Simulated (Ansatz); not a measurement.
An input meant for `O[Si](O)(O)CCCCc1c(F)c(F)c(F)c(F)c1F` (charge 0, singlet).

```yaml
crystal:
  periodic: [false, false, false]
  atoms:
    - {symbol: O, position_ang: [-4.179136, 1.500988, -1.959719]}
    - {symbol: Si, position_ang: [-4.197517, 0.422962, -0.698730]}
    - {symbol: O, position_ang: [-5.480221, 0.920270, 0.240726]}
    - {symbol: O, position_ang: [-4.377321, -1.105998, -1.313997]}
    - {symbol: C, position_ang: [-2.596982, 0.374683, 0.248862]}
    - {symbol: C, position_ang: [-1.389461, 0.034208, -0.632288]}
    - {symbol: C, position_ang: [-0.068186, 0.023160, 0.130107]}
    - {symbol: C, position_ang: [1.123717, -0.338417, -0.766203]}
    - {symbol: C, position_ang: [2.427039, -0.338109, -0.019455]}
    - {symbol: C, position_ang: [3.211829, 0.814909, 0.082649]}
    - {symbol: F, position_ang: [2.821614, 1.935662, -0.530737]}
    - {symbol: C, position_ang: [4.407835, 0.840256, 0.803098]}
    - {symbol: F, position_ang: [5.135673, 1.950363, 0.871466]}
    - {symbol: C, position_ang: [4.833180, -0.313929, 1.465493]}
    - {symbol: F, position_ang: [5.965625, -0.304145, 2.157978]}
    - {symbol: C, position_ang: [4.068011, -1.480650, 1.391596]}
    - {symbol: F, position_ang: [4.472098, -2.579508, 2.020815]}
    - {symbol: C, position_ang: [2.877116, -1.473053, 0.662569]}
    - {symbol: F, position_ang: [2.157274, -2.597547, 0.617648]}
    - {symbol: H, position_ang: [-4.672013, 2.315286, -1.805407]}
    - {symbol: H, position_ang: [-5.631924, 0.438626, 1.061828]}
    - {symbol: H, position_ang: [-5.032636, -1.197092, -2.016455]}
    - {symbol: H, position_ang: [-2.448701, 1.354114, 0.741685]}
    - {symbol: H, position_ang: [-2.685615, -0.365122, 1.067656]}
    - {symbol: H, position_ang: [-1.326569, 0.761104, -1.463349]}
    - {symbol: H, position_ang: [-1.551150, -0.951313, -1.105269]}
    - {symbol: H, position_ang: [0.109579, 1.013973, 0.586716]}
    - {symbol: H, position_ang: [-0.124191, -0.698499, 0.965432]}
    - {symbol: H, position_ang: [0.962529, -1.336465, -1.204949]}
    - {symbol: H, position_ang: [1.188514, 0.379284, -1.599765]}
basis:
  gaussian: {orbitals: aug-cc-pVDZ, fitting: {mean_field: def2-universal-jkfit}}
magnetization: {spin_polarized: true, initial_magnetization: 6}
hamiltonian: {xc: {name: wB97X}}
scf: {lower_state_search: off}
```

```sh
$ ansatz run in.yaml --threads 2 --pin off --events-out ev --progress --plain --max-ram 32768MiB --backend cuda --devices 0, --max-vram 18GiB
```

Shortened log:

```
Functional definition: wB97X
1692 factors; integrals over basis functions are off by at most 2.1e-1 eV
1692 factors; integrals over basis functions are off by at most 7.9e-5 eV
mean field evaluation 1: about -38118.9955 eV, gradient 6.5e1 eV
mean field evaluation 2: about -38124.2030 eV, gradient 5.9e1 eV
mean field evaluation 4: about -38136.9863 eV, gradient 2.5e0 eV
mean field evaluation 8: about -38137.1524 eV, gradient 4.5e-1 eV
mean field evaluation 16: about -38137.1577 eV, gradient 3.5e-3 eV
mean field -38137.15765693 eV, -1401.5146935981 hartree, gradient 9.8e-6 eV, S^2 12.013879; 0 other end points of the search recorded, 0 dependent functions left out
reference -38137.15760372 eV, -1401.5146916427 hartree; 80, 74 occupied and 460, 466 virtual orbitals, 1692 factors
Total energy: -38137.15760372 eV, -1401.5146916427 hartree
Checks for a lower state left out: stability, starts, cluster_reference, orbital_swaps, neighbouring_geometries, increment
```

In this input the spin is set far too high (6 unpaired electrons typed, 0 in the singlet as meant). The run converged. The result belongs to that input, not to the species as meant.
